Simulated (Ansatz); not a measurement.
Molecule: GeH5, charge -1, multiplicity 1. 
Coordinates optimised at B3LYP-D3(BJ)/def2-TZVP (Ansatz, a program for electronic structure):
```xyz
6

Ge     0.0000     0.0000     0.0000
H      0.0133    -0.0229     1.7251
H     -0.0133     0.0229    -1.7251
H      1.5900     0.0211    -0.0120
H     -0.8131     1.3664     0.0244
H     -0.7769    -1.3875    -0.0124
```
Charge -1, spin multiplicity 1.

Basis-set convergence of Hartree-Fock and MP2 correlation energies (hartree) with Ansatz. Correlated levels leave the core frozen unless marked. No spin-orbit coupling. The frozen core is the preceding noble-gas configuration, with the filled d and f shells of earlier blocks. Non-relativistic. This anion needs diffuse functions, which these sets lack.

```tsv
basis	functions	E(HF)	E(corr, MP2)
def2-SVP	57	-2077.90827	-0.14177
def2-TZVPP	118	-2078.17823	-0.17817
def2-QZVPP	239	…	…
```

Q: What belongs in the gaps?

A: 
- def2-QZVPP, E(HF): -2078.22195
- def2-QZVPP, E(corr, MP2): -0.18980
